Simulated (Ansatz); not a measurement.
Input for Ansatz (a first-principles code): R-PBE/def2-TZVPP on H2OTe (SMILES O[TeH]), a point of a torsion scan. Elements past Kr take the def2 small-core potentials; no spin–orbit coupling.

Ansatz 0.2 input:
```yaml
crystal:
  periodic: [false, false, false]
  atoms:
    - {symbol: O, position_ang: [-0.98163469, 0.16319555, 0.39466308]}
    - {symbol: Te, position_ang: [0.76078750, 0.87368253, -0.25380007]}
    - {symbol: H, position_ang: [-1.33516144, -0.48391153, -0.21525790]}
    - {symbol: H, position_ang: [1.61921221, -0.29304771, 0.53116137]}
basis:
  gaussian:
    orbitals: def2-TZVPP
hamiltonian:
  xc: {name: PBE}
scf: {lower_state_search: off}
```

The head of its log:

```
WARN ansatz: RAYON_NUM_THREADS=1 ignored (pool sized by the plan → 1); use --threads N
Functional definition: PBE
these checks for a lower state are left out or cut short: stability, starts, cluster_reference, orbital_swaps, neighbouring_geometries, increment
integrals: 0.03 GiB planned
655 factors; their error is unknown
mean field: 0.24 GiB planned
mean field evaluation 1: about -9364.4400 eV, gradient 6.3e1 eV
mean field evaluation 2: about -9259.8639 eV, gradient 1.8e2 eV
```

### Question
Predict the final total energy.

### Answer
-344.3800 hartree.
